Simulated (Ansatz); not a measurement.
The lowest singlet and triplet of CH4Si (SMILES C[SiH]); geometries from B3LYP-D3(BJ)/def2-TZVP, each state relaxed from the structure named, with no frequency check.
Singlet at the triplet's geometry (charge 0, multiplicity 1):
```xyz
6

C     -1.1157    -0.3440     0.0206
Si     0.6669     0.2966    -0.0218
H     -1.2915    -1.0372    -0.8045
H     -1.8146     0.4872    -0.0761
H     -1.3160    -0.8520     0.9661
H      1.7792    -0.6869     0.0965
```

| level | gap E(singlet) − E(triplet), vertical, at the triplet's geometry (kJ/mol) | cost |
|---|---|---|
| R-HF/cc-pV(T+d)Z | 11.2 | - |
| R-SVWN5/def2-TZVPP | -52.8 | ×0.6 |
| U-PBE/def2-TZVPP (spin-contaminated) | -43.0 | ×2 |
| U-B3LYP/def2-TZVPP (spin-contaminated) | -58.4 | ×3 |
| U-BHLYP/def2-TZVPP (spin-contaminated) | -56.8 | ×3 |
| R-wB97X-V/def2-TZVPP | -61.6 | ×2 |
| U-MP2/cc-pV(D+d)Z (spin-contaminated) | -26.8 | - |
| R-MP2/cc-pV(Q+d)Z | -45.9 | - |
| R-SCS-MP2/cc-pV(D+d)Z | -46.4 | - |
| R-SCS-MP2/cc-pV(Q+d)Z | -65.0 | - |
| U-CCSD/cc-pV(T+d)Z (spin-contaminated) | -53.1 | - |
| SA-CASSCF(2,2)/cc-pV(Q+d)Z | -45.4 | - |
| FIC-NEVPT4(SD) on SA-CASSCF(2,2)/cc-pV(T+d)Z | -59.3 | - |
| FIC-MRCISD+Q on SA-CASSCF(2,2)/cc-pV(T+d)Z | -57.7 | - |

The rows run from -65.0 (R-SCS-MP2/cc-pV(Q+d)Z) to 11.2 kJ/mol (R-HF/cc-pV(T+d)Z).

A positive gap puts the triplet lower; no zero-point energy. R- takes a restricted singlet. U- takes an unrestricted singlet (broken symmetry where lower, unprojected). The triplet is unrestricted in single-reference levels. Active spaces average the two states.

Frozen-core correlation.

Doubts at one or more of the structures used: a restricted determinant that unrestricted orbitals would lower (R-HF/cc-pV(T+d)Z, R-wB97X-V/def2-TZVPP, R-MP2/cc-pV(Q+d)Z, R-SCS-MP2/cc-pV(D+d)Z, R-SCS-MP2/cc-pV(Q+d)Z); T1 above 0.05 (U-CCSD/cc-pV(T+d)Z (spin-contaminated)).

Codes used: Ansatz (a program for electronic structure). 

Costs are rough ratios of core time to R-PBE/def2-TZVPP (about 5 s over the structures, on one shared machine); a dash marks a level with no comparable run of its own.
